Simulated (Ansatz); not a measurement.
In(H)(Me)(Et) (C3H9In), SMILES C[CH2][InH][CH3].

Geometry optimised at r2SCAN-D4/def2-SVP. The structure was generated by enumeration; whether it is a known compound was not checked. The def2 effective core potentials stand for the cores of In; spin–orbit coupling is left out. One conformer was computed; it need not be the lowest.

Two levels are set side by side: PBE/def2-SVPD (Ansatz, a program for electronic structure) and CAM-B3LYP/def2-SVPD (Ansatz). Energy differences of separate SCF runs at the same geometry; the states with an electron removed or added have multiplicity 2 and 2. Differences are taken from unrounded values.

```csv
quantity,CAM-B3LYP,PBE,PBE minus CAM-B3LYP
vertical ionisation energy (eV),8.88,8.53,-0.34
vertical singlet–triplet gap (eV),4.24,3.86,-0.38
```
